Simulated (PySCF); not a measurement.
TDDFT excited states: C3H4O4

Compound: C₃H₄O₄.
SMILES: `O=COCC(=O)O`

Level of theory: PySCF 2.14.0, density-fitted response routines, TDDFT B3LYP/def2-SVPD, vertical, gas phase, core orbitals frozen in the response. One conformer (not necessarily the lowest) at the PBE0-D3(BJ)/def2-SVP geometry, without solvent, vibrations or thermal averaging. Torsions of this conformer, `[O:1]=[CH:2][O:3][CH2:4][C:5](=[O:6])[OH:7]`: O1–C2–O3–C4 -4°, C2–O3–C4–C5 -77°, O3–C4–C5–O6 -1°, H–O7–C5–C4 180°.

| state | E (eV) | λ (nm) | ν̃ (cm⁻¹) | f | main configurations (H = HOMO, L = LUMO) |
| --- | --- | --- | --- | --- | --- |
| S1 | 5.90 | 210.2 | 47580 | 0.0020 | H→L+1 (50%), H-1→L+1 (46%) |
| S2 | 5.95 | 208.3 | 48010 | 0.0002 | H→L (59%), H-1→L (34%) |
| S3 | 6.91 | 179.5 | 55710 | 0.0018 | H-1→L (46%), H→L (36%), H-1→L+1 (16%) |
| S4 | 6.96 | 178.2 | 56130 | 0.028 | H→L+1 (44%), H-1→L+1 (36%), H-1→L (17%) |
| S5 | 7.36 | 168.4 | 59380 | 0.049 | H→L+2 (74%), H-1→L+2 (20%) |
| S6 | 7.66 | 161.8 | 61820 | 0.0020 | H-2→L (86%) |

The lowest singlet comes at 210 nm (569 kJ/mol) in the ultraviolet; it is very weak; its leading configuration is HOMO→LUMO+1 (50%). The most intense listed level is S5 at 7.36 eV (168 nm, f = 0.049), 1.46 eV above S1. Löwdin shares by element: HOMO oxygen 72% or more, carbon 6% or more (atoms not listed hold the other 22%); LUMO (one of a set within 0.03 eV) carbon 46% or more, oxygen 41% or more. The listed states span 1.77 eV, and the widest gap between neighbours is 0.95 eV (S2 to S3). Of the 6 states listed, 2 reach f = 0.01 and 1 stays under 0.0005. Weighted by f, the mean energy of these states is 7.19 eV. Only the lowest 6 singlets were computed, as vertical energies without vibronic structure.
